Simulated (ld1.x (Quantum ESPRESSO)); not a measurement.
## An all-electron radial function and its pseudo partner (oxygen (O))

Columns: radius, all-electron u(r) and pseudo u(r) of the 2p shell (level -9.21 eV) of oxygen in the configuration [He] 2s2 2p4; LDA (PZ), non-relativistic, TM scheme, ld1.x (Quantum ESPRESSO) 7.5.

```csv
r (bohr),all-electron,pseudo
0.108,0.1173,0.0329
0.215,0.3208,0.1254
0.322,0.5102,0.2640
0.430,0.6573,0.4295
0.538,0.7571,0.5967
0.645,0.8151,0.7412
0.752,0.8408,0.8480
0.860,0.8424,0.9093
0.968,0.8268,0.9251
1.075,0.7997,0.9039
1.182,0.7653,0.8576
1.290,0.7262,0.7973
1.398,0.6848,0.7330
1.505,0.6430,0.6717
1.612,0.6016,0.6162
1.720,0.5608,0.5667
1.828,0.5215,0.5232
1.935,0.4843,0.4846
2.042,0.4490,0.4490
2.150,0.4153,0.4153
2.258,0.3838,0.3838
2.365,0.3545,0.3545
2.472,0.3271,0.3271
2.580,0.3014,0.3014
2.688,0.2775,0.2775
2.795,0.2555,0.2555
```

Question: How many radial nodes do the two functions have?

Answer: The all-electron 2p function has n − l − 1 = 0; the pseudo-wave has 0.

Question: At about which radius was the pseudo-wave matched?

Answer: 2.15 bohr. The columns agree to 0.0005 from 1.94 bohr on; several derivatives are matched, so the curves merge somewhat inside the radius.

Question: Where does each function peak?

Answer: Outermost all-electron maximum near 0.86 bohr, pseudo maximum near 0.97 bohr (to the table’s step).

Question: Is the pseudo-wave norm-conserving?

Answer: Yes: the TM scheme keeps the norm inside the radius equal to the all-electron one, which fixes the energy derivative of the logarithmic derivative at the level.
